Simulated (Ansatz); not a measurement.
Abridged output of a molecular run in Ansatz:

```
Functional definition: HF
1287 factors; integrals over basis functions are off by at most 1.3e-3 eV
mean field evaluation 1: about -15997.6330 eV, gradient 4.8e1 eV
mean field evaluation 2: about -15997.8299 eV, gradient 4.9e1 eV
mean field evaluation 4: about -16002.4533 eV, gradient 4.3e0 eV
mean field evaluation 8: about -16002.5136 eV, gradient 2.2e-1 eV
mean field -16002.51375968 eV, -588.0815337747 hartree, gradient 1.5e-6 eV, S^2 0.000000; 0 other end points of the search recorded, 0 dependent functions left out
8 core orbitals not correlated: weight in the atoms' cores, before any rotation towards them, 1.000 or more for the frozen orbitals, at most 0.000 for the correlated occupied ones
reference -16002.51375968 eV, -588.0815337747 hartree; 25, 25 occupied and 99, 99 virtual orbitals, 1287 factors
second order -35.86033874 eV of doubles, -0.00000000 eV of singles
cycle   1  -36.03568000 eV  change   -1.8e-1 eV  update   1.2e-1
cycle   2  -36.77384574 eV  change   -7.4e-1 eV  update   3.4e-2
cycle   3  -36.96790145 eV  change   -1.9e-1 eV  update   1.7e-2
cycle   4  -36.95895119 eV  change    9.0e-3 eV  update   3.2e-3
cycle   5  -36.95718425 eV  change    1.8e-3 eV  update   1.4e-3
cycle   6  -36.95804320 eV  change   -8.6e-4 eV  update   4.2e-4
cycle   7  -36.95778504 eV  change    2.6e-4 eV  update   1.5e-4
cycle   8  -36.95763443 eV  change    1.5e-4 eV  update   4.7e-5
cycle   9  -36.95764802 eV  change   -1.4e-5 eV  update   1.6e-5
perturbative correction -0.80474129 eV, -0.0295736969 hartree
Total energy: -16040.27614899 eV, -589.4692759858 hartree
```

Its atoms:

```xyz
12

O     0.625   -0.950    1.148
C     0.366    0.065    0.277
F     1.378    1.008    0.335
C     0.246   -0.414   -1.160
F     1.267   -1.316   -1.395
C    -0.893    0.778    0.767
F    -1.943   -0.068    0.738
F    -1.173    1.810   -0.060
H     1.241   -1.561    0.726
H    -0.706   -0.927   -1.308
H     0.347    0.421   -1.853
H    -0.756    1.154    1.784
```

(1) Which basis set was used?
A. cc-pV(T+d)Z
B. def2-TZVPPD
C. cc-pV(Q+d)Z
D. def2-SVP

(2) Write the keys of the input that set method, charge and spin (a neutral closed shell needs none for the last two).

## Answers

(1) D. It gives 132 functions.

(2) 
```yaml
correlation: {method: ccsd_t}
```
